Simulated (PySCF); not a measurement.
## How methods differ on the interval between two levels of Hf

Hf [Xe] 4f14 5d2 6s2 [3F4, M_J = 4] → Hf [Xe] 4f14 5d4 [5D4, M_J = 4], as a difference of total energies. Computed with PySCF 2.14 in x2c-SVPall-2c with one added diffuse shell each of s, d type (8s9p10d2f, 99 functions), with the two-component X2C-1e Hamiltonian. Correlated levels: [Kr] 4d10 4f14 frozen; the 32 highest virtual spinors dropped. "Screened" scales the spin-orbit matrix elements by Boettger's factors to mimic the two-electron term; Breit and QED terms are absent.

| method | interval between two levels (cm⁻¹) |
| --- | --- |
| GHF (spin-free) | 35549 |
| GMP2 (spin-free) | 36938 |

The labels give the starting determinants; with spin-orbit coupling the two ends relaxed to ⟨J²⟩ = 20.18, ⟨L²⟩ = 12.44, ⟨S²⟩ = 2.07.

The determinant of the upper state mixes levels of different J (the jj label is only the starting occupation), so the difference between spin-free and spin-orbit rows is not the physical spin-orbit shift.
